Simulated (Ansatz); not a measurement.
`C[Si](C)(F)S` + H₂S → `C[Si](C)(S)S` + H–F at 700 K and 1 bar (ligand exchange at the Si–F bond).

Gas-phase electronic energies from Ansatz, PBE0-D4/def2-TZVP geometries. CBS: MP2 limit from def2 TZ/QZ plus the TZ coupled-cluster correction, frozen cores. This one scheme is used for every species. Each species was taken in one conformer, which may not be the lowest.

| species | CCSD(T)/CBS energy (Eh) | H − E (kJ/mol) | S (J/(mol·K)) |
| --- | --- | --- | --- |
| `C[Si](C)(F)S` | -867.09893 | 317.1 | 509.2 |
| H₂S | -398.97279 | 64.8 | 236.9 |
| `C[Si](C)(S)S` | -1165.64703 | 345.1 | 539.5 |
| H–F | -100.39570 | 45.2 | 198.5 |

H − E and S are ideal-gas, rigid-rotor, harmonic terms from PBE0-D4/def2-TZVP, for one conformer and one mirror image of each species. 1 Eh = 2625.50 kJ/mol, R = 8.31446 J/(mol·K).

Question: By hand: ΔE, ΔH, ΔS and ΔG.

Answer: ΔE = (-1165.64703) + (-100.39570) − (-867.09893) − (-398.97279) = 0.02899 Eh = 76.1 kJ/mol. Δ(H − E) = 345.1 + 45.2 − 317.1 − 64.8 = 8.4, so ΔH = 84.5 kJ/mol. ΔS = 539.5 + 198.5 − 509.2 − 236.9 = -8.1 J/(mol·K). ΔG = 84.5 − 700 × (-8.1)/1000 = 90.2 kJ/mol.

Question: By hand: the equilibrium constant, and the temperature at which ΔG would vanish if ΔH and ΔS stayed fixed.

Answer: log₁₀ K = −ΔG/(RT ln 10) = -6.7. ΔH and −TΔS have one sign here, so there is no such temperature.

The number of gas molecules stays the same, so ΔS is small and ΔH decides. A doubt of 5 kJ/mol in ΔE shifts log₁₀ K by 0.4 here. Other conformers and mirror images would add mixing entropy, several J/(mol·K) or more a flexible species. These are equilibria of isolated gas molecules and say nothing of rates. Largest T1 diagnostic: 0.011 (customary marks: 0.02 for closed shells, 0.045 for open ones).

ΔS is within the doubt of such terms, so its sign, and with it that verdict, could turn.
